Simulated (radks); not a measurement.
Fractional charge and spin in the 4s shell of krypton: the spin-up occupation runs from 0 to 1 and the spin-down occupation from 0 to 1; the fullest corner is Kr, [Ar] 3d10 4p6 4s(up 1, down 1). All-electron calculation, non-relativistic Kohn-Sham, TPSS, spin-polarised, spherical densities, point nucleus; meta-GGA in the generalised Kohn-Sham scheme. Program: a radial shooting solver on a logarithmic mesh with Libxc functionals. Energy (eV) above the fullest corner. The planes named below are the two flat planes that join the four corners, with an edge along up + down = one added electron.

\begin{tabular}{lrrr}
down \ up & 0 & 0.5 & 1 \\ \hline
0 & 68.466 & 46.660 & 27.864 \\
0.5 & 46.660 & 28.174 & 12.567 \\
1 & 27.864 & 12.567 & 0.000 \\
\end{tabular}

Corners above the fullest one (they belong to Kr+ and the next ion): (up 1, down 0) 27.864 eV, (up 0, down 1) 27.864 eV, (up 0, down 0) 68.466 eV. With half an added electron in each spin the energy lies 0.310 eV from the planes, and with half an added electron in spin up alone -1.505 eV. The planes are only a guide here: the flat-plane condition holds for ground states with one frontier orbital, while this shell lies below other occupied shells, so the corners above the fullest one are inner-hole states and not the ground states of those ions.
